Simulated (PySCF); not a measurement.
Vertical excitations of a molecule C3H9NSi from TDDFT-ωB97X/def2-SVPD (PySCF), as energy in eV (oscillator strength): 5.96 (0.035), 6.00 (0.252), 6.52 (0.010), 6.72 (0.037), 7.01 (0.003), 7.36 (0.058), 7.51 (0.009), 8.06 (0.005), 8.54 (0.038), 8.71 (0.013). Lowest triplet (TDA): 4.02 eV. The structure is a stationary point at PBE0-D3(BJ)/def2-SVP. One conformer was computed; it need not be the lowest.

**Question.** Which structure fits?
(A) C=C(C)[SiH2]N
(B) C=CN(C)[SiH3]
(C) C/C=N/C[SiH3]
(D) C=C[Si@H](C)N

**Answer.** B, C=CN(C)[SiH3]
